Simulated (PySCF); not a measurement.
r2SCAN0 on Sc⁻ (scandium, charge -1), [Ar] 3d2 4s2, high-spin 3F determinant. Computed with PySCF 2.14 in x2c-TZVPPall with one added diffuse shell each of s, p, d, f type (7s6p5d3f1g, 80 functions), with scalar relativity by spin-free X2C-1e.

```
cycle= 1 E= -764.121044404839  delta_E= -0.00807  |g|= 0.0116  |ddm|= 0.638
cycle= 2 E= -764.121894048038  delta_E= -0.00085  |g|= 0.0179  |ddm|= 0.19
cycle= 3 E= -764.122088897968  delta_E= -0.000195  |g|= 0.00778  |ddm|= 0.041
cycle= 4 E= -764.122377438444  delta_E= -0.000289  |g|= 0.00329  |ddm|= 0.137
cycle= 5 E= -764.122477964209  delta_E= -0.000101  |g|= 0.00141  |ddm|= 0.0868
cycle= 6 E= -764.122505220314  delta_E= -2.73e-05  |g|= 0.00011  |ddm|= 0.0714
cycle= 7 E= -764.122505246056  delta_E= -2.57e-08  |g|= 0.000226  |ddm|= 0.00186
cycle= 8 E= -764.122505299201  delta_E= -5.31e-08  |g|= 4.27e-05  |ddm|= 0.000499
cycle= 9 E= -764.122505303655  delta_E= -4.45e-09  |g|= 8.6e-06  |ddm|= 0.000396
cycle= 10 E= -764.122505304176  delta_E= -5.2e-10  |g|= 2.91e-06  |ddm|= 0.000178
converged SCF energy = -764.122505304176  <S^2> = 2.0560963  2S+1 = 3.0371673
```

Highest occupied orbital energy: 1.177 eV; ⟨L²⟩ = 12.02; populations by l: s 8.00, p 12.00, d 2.00, f 0.00.

Problem. Can this result be used?

Solution. With care. The run converged. The configuration of this anion was assumed by filling the next shell in order. It is not the known or likely ground configuration (Ca⁻, Sr⁻ and Ba⁻, for instance, bind a p electron), so these values are not the electron affinity of the element. At r2SCAN0 the highest occupied level has a positive energy, so only the finite basis holds that electron.
